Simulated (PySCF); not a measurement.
## Heteronuclear NMR

Geometry:
| atom | x (Å) | y (Å) | z (Å) |
| --- | --- | --- | --- |
| Si1 | 2.671 | -0.267 | 0.667 |
| O2 | 1.667 | 0.254 | -0.489 |
| C3 | 0.953 | -0.459 | -1.450 |
| C4 | -0.323 | 0.297 | -1.812 |
| C5 | -1.280 | 0.318 | -0.680 |
| C6 | -1.380 | -0.104 | 0.585 |
| C7 | -2.752 | 0.510 | 0.618 |
| O8 | -2.536 | 0.908 | -0.754 |
| H9 | 2.931 | 0.996 | 1.335 |
| H10 | 3.870 | -0.894 | 0.102 |
| H11 | 2.023 | -1.265 | 1.525 |
| H12 | 0.697 | -1.458 | -1.078 |
| H13 | 1.579 | -0.576 | -2.344 |
| H14 | -0.798 | -0.168 | -2.680 |
| H15 | -0.069 | 1.327 | -2.081 |
| H16 | -0.775 | -0.621 | 1.295 |
| H17 | -2.888 | 1.377 | 1.262 |
| H18 | -3.599 | -0.170 | 0.703 |

PySCF 2.14.0 with density-fitted response routines calculation with shieldings: GIAO PBE0/pcSseg-1 and coordinates at the GFN2-xTB level; equivalent nuclei averaged, non-relativistic, gas phase, one computed conformer.

Task: Predict the 29Si NMR data.

Result: 
```csv
atoms,environment,σ (ppm),δ (ppm)
Si1,"silicon bonded to O, 3 H",387.1,-38.2
```

Shieldings were converted by a linear fit to measured shifts: 29Si: δ = 279.94 − 0.822σ (rms 8.9 ppm, 72 shifts, 25.8 ppm with the 6 outliers that the fit left out vs TMS, solution or neat liquid). A few per cent of atoms miss by over 2 rms, more outside the fitted compound classes.

On a 300 MHz spectrometer 29Si resonates near 59.6 MHz, so 1 ppm is 59.6 Hz.

Task: Predict the 17O NMR data.

Result: 
```tsv
atoms	environment	σ (ppm)	δ (ppm)
O8	ether oxygen	161.2	119.9
O2	oxygen bonded to C, Si	323.4	-27.9
```

Shieldings were converted by a linear fit to measured shifts: 17O: δ = 266.70 − 0.911σ (rms 10.7 ppm, 155 shifts, 12.2 ppm with the 3 outliers that the fit left out vs liquid water, solution or neat liquid). Occasional misses reach two or three times the rms, and more in compound classes unlike the fitted ones.

On a 400 MHz spectrometer 17O resonates near 54.2 MHz, so 1 ppm is 54.2 Hz.
